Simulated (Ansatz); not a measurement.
Relaxation of Ag₂O⁺ with UKS r2SCAN-D4/def2-TZVP.

```sh
$ ansatz run in.yaml --threads 4 --pin off --events-out ev --progress --plain --max-ram 3916MiB
```

```yaml
crystal:
  periodic: [false, false, false]
  atoms:
    - {symbol: Ag, position_ang: [0.787030, -0.238420, 1.265580]}
    - {symbol: Ag, position_ang: [-0.026890, 0.439380, -1.443860]}
    - {symbol: O, position_ang: [-0.760140, -0.200960, 0.178280]}
basis:
  gaussian: {orbitals: def2-TZVP}
total_charge: 1
magnetization: {spin_polarized: true, initial_magnetization: 1}
hamiltonian: {xc: r2scan, dispersion: d4}
scf: {lower_state_search: "off"}
output: {orbitals: {seedname: orbitals}}
relax: {f_tol: 0.02, max_steps: 100}
```

Hardware: 4 threads of Arm Neoverse V2 on a shared host. Wall time 16 s.

Positions (Å) and forces (eV/Å) at steps 1, 2, 3, 4, 5, 7, 8 of 8:

```xyz
3
step=1 energy=-10039.8143 eV
Ag    0.787   -0.238    1.266    1.965   -0.163    1.756
Ag   -0.027    0.439   -1.444    0.717    0.870   -2.378
O    -0.760   -0.201    0.178   -2.682   -0.707    0.622
3
step=2 energy=-10040.1530 eV
Ag    0.814   -0.270    1.385    0.707   -0.103    0.776
Ag   -0.071    0.467   -1.559    0.177    0.336   -0.980
O    -0.743   -0.196    0.174   -0.885   -0.233    0.204
3
step=3 energy=-10040.2961 eV
Ag    0.824   -0.324    1.568   -0.039   -0.038    0.100
Ag   -0.164    0.499   -1.723   -0.090    0.004   -0.069
O    -0.660   -0.174    0.155    0.129    0.034   -0.031
3
step=4 energy=-10040.3168 eV
Ag    0.797   -0.386    1.752   -0.260    0.038   -0.284
Ag   -0.291    0.520   -1.870   -0.066   -0.124    0.360
O    -0.506   -0.134    0.119    0.326    0.086   -0.076
3
step=5 energy=-10040.3418 eV
Ag    0.711   -0.418    1.800    0.070   -0.020    0.109
Ag   -0.393    0.501   -1.874    0.000    0.039   -0.125
O    -0.317   -0.084    0.074   -0.070   -0.018    0.016
3
step=7 energy=-10040.3440 eV
Ag    0.724   -0.416    1.802    0.001    0.002   -0.004
Ag   -0.383    0.506   -1.882    0.003    0.000    0.003
O    -0.341   -0.090    0.080   -0.004   -0.001    0.001
3
step=8 energy=-10040.3441 eV
Ag    0.731   -0.411    1.792   -0.001    0.000   -0.001
Ag   -0.371    0.506   -1.876    0.000    0.000    0.001
O    -0.361   -0.095    0.084    0.001    0.000    0.000
```

In the def2 sets Ag takes a core potential; there is no spin–orbit coupling. The relaxation made no stability test and no search for a lower SCF solution. The structure comes from a short search, and lower isomers may exist.
